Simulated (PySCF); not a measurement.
Si(H)(Me)(Et)(NH2), C₃H₁₁NSi, SMILES CC[SiH](C)N, GFN2-xTB optimised geometry. Atoms within 1.6 Å of the plane z = 0.0 Å (x, y, z in Å): Si1 (0.08, -0.30, 0.00), C2 (-0.73, 1.43, 0.00), N3 (1.81, -0.30, 0.00), C4 (-0.44, -1.26, -1.56), H6 (-0.30, -1.01, 1.23), H7 (-0.53, 1.97, -0.92), H8 (-0.35, 2.03, 0.82), H9 (-1.81, 1.37, 0.11), H10 (2.30, -0.21, -0.87), H11 (2.29, 0.21, 0.72), H12 (0.06, -2.23, -1.57), H14 (-2.30, -2.03, -0.79).

Computed with PBE0/def2-TZVP (PySCF). Cells within 0.4 Å of a nucleus heavier than hydrogen are left out (blank, or x).

Map of the Laplacian of the electron density (e/bohr⁵), clipped to [-1.50, 1.50] on the plane z = 0.0 Å:

```
|55555555555555555555555555555|
|55555555555555555555555555555|
|55555555555555555555555555555|
|55555555555555555555555555555|
|55555555555555555555555555555|
|55555555555555555555555555555|
|55555555555555555555555555555|
|55555555555555555555555555555|
|55555555555545555555555555555|
|55555555433xx5555555555555555|
|55555555002xx5555555555555555|
|55555555544323455555555555555|
|55555555555544455555555555555|
|55555555555545985555555555555|
|55555555555559xx943xx56555555|
|55555555555569xx941xx36555555|
|55555555555559x9854xx45555555|
|55555555555555875555555555555|
|55555555555555555555555555555|
|55555555555555555555555555555|
|55555555555555555555555555555|
|55555555555555555555555555555|
|55555555555555555555555555555|
|55555555555555555555555555555|
|55555555555555555555555555555|
|55555555555555555555555555555|
|55555555555555555555555555555|
|55555555555555555555555555555|
|55555555555555555555555555555|
```
Scale: ten equal steps from -1.50 (start of '0') to 1.50 (end of '9'), in the order '0123456789'; x runs from -4.50 to 4.50, y from -4.50 (bottom) to 4.50 (top).
